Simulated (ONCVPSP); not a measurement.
# Potentials for chlorine (Cl) compared

Generated with ld1.x 7.5 (TM, RRKJ, ultrasoft, PAW), atompaw 4.2 or ONCVPSP 4.0.1. The cutoff is in Ry: for ld1.x and atompaw files where the sum of valence levels is converged to 10 mRy in a Bessel basis, for ONCV files where the hardest occupied wave has 1 mHa per electron of residual kinetic energy. The error is the largest all-electron minus pseudo excitation energy over each file’s own four to seven test configurations (ionisations up to +4, promotions, holes and added fractions of an electron), all of which were solved. The labels leave out finer settings (local radius, basis sizes, second energies), which also bear on the numbers. Spin-polarised tests are not counted. The rows are a selection from randomly drawn settings: files with unsolved tests, undetermined cutoffs or missed reference levels are left out.

A true bound ghost makes a file unfit for plane-wave use even where its test errors are small: the radial tests pick states by their node count and pass the ghost by.

```tsv
potential	cutoff (Ry)	largest error (meV)	bound ghosts
ONCV, PBE, scalar-relativistic, rc 1.30/1.50 (sp), local smoothed, core correction yes, reference 3s2 3p4.75, qcut 5.5/6.4, projectors 1/2	31	+217	none
ONCV, PBE, scalar-relativistic, rc 1.15/1.15/1.55 (spd), local s, core correction yes, reference 3s2 3p5, qcut 4.7/7/7.2, projectors 0/2/1	54	+46	none
ONCV, LDA (Perdew-Wang 92), scalar-relativistic, rc 1.35/1.05/1.05 (spd), local smoothed, core correction yes, reference 3s2 3p5, qcut 4.4/7.4/7.7, projectors 1/2/1	133	+150	p
ONCV, LDA (Perdew-Zunger), scalar-relativistic, rc 1.15/1.15/0.90 (spd), local smoothed, core correction yes, reference 3s2 3p5, qcut 6.4/8.5/9.7, projectors 2/1/3	33	-21	d
ONCV, PBEsol, scalar-relativistic, rc 1.20/1.05/1.10 (spd), local smoothed, core correction yes, reference 3s2 3p5, qcut 5.3/7.6/10.2, projectors 3/1/2	126	+89	none
ONCV, PBE, non-relativistic, rc 1.15/1.05/0.95 (spd), local smoothed, core correction yes, reference 3s2 3p3.5, qcut 7.3/7.5/9.7, projectors 2/2/1	410	+5.5	s, p
ONCV, LDA (Perdew-Zunger), scalar-relativistic, rc 0.65/0.60 (sp), local smoothed, core correction no, reference 2s2 2p6 3s2 3p3, qcut 16.2/24.6, projectors 2/3	460	+7.5	none
```

Question: Fill in the row for Cl: ONCV, LDA (Perdew-Wang 92), scalar-relativistic, rc 1.20/1.00 (sp), local smoothed, core correction no, reference 3s2 3p5, qcut 5.4/7.6, projectors 2/2.

Answer: cutoff 310 Ry, largest error +233 meV, bound ghosts: p.

Question: Fill in the row for Cl: ONCV, PBE, scalar-relativistic, rc 0.90/0.55/0.70 (spd), local smoothed, core correction yes, reference 2s2 2p6 3s2 3p4, qcut 10.5/30.1/13.8, projectors 2/2/2.

Answer: cutoff 602 Ry, largest error -416 meV, bound ghosts: none.
